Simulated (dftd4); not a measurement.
H₃Ga, charge +1, doublet, geometry from GFN2-xTB (such geometries of metal compounds can be far from the true shape) (a state made from the parent by changing its charge; the spin is typed, not shown lowest); D4 for r2scan run with dftd4.

dftd4 was given this input:
```
$ dftd4 mol.xyz --func r2scan --charge 1 --json dftd4.json --noedisp

# file mol.xyz
4

Ga     0.00000000     0.00000000     0.00000000
H      0.70473237    -0.45461564     1.43946828
H     -0.32010954     1.60719813    -0.29972668
H     -0.38462283    -1.15258249    -1.13974160
```

It wrote (shortened):

```
                    ____  _____ _____     ____  _  _
      -------------|  _ \|  ___|_   _|---|  _ \| || |------------
     |             | | | | |_    | | ___ | | | | || |_           |
     |             | |_| |  _|   | ||___|| |_| |__   _|          |
     |             |____/|_|     |_|     |____/   |_|            |
     |             ===================================           |
     |            E. Caldeweyher, S. Ehlert & S. Grimme          |
     |          Mulliken Center for Theoretical Chemistry        |
     |                    University of Bonn                     |
      -----------------------------------------------------------

Rational (Becke-Johnson) damping: r2scan-D4-ATM
---------------------
  s6         1.0000
  s8         0.6019
  s9         1.0000
  a1         0.5156
  a2         5.7734
 alp        16.0000
--------------------

Dispersion energy:      -1.5117351087739E-04 Eh

[Info] JSON dump of results written to 'dftd4.json'
```
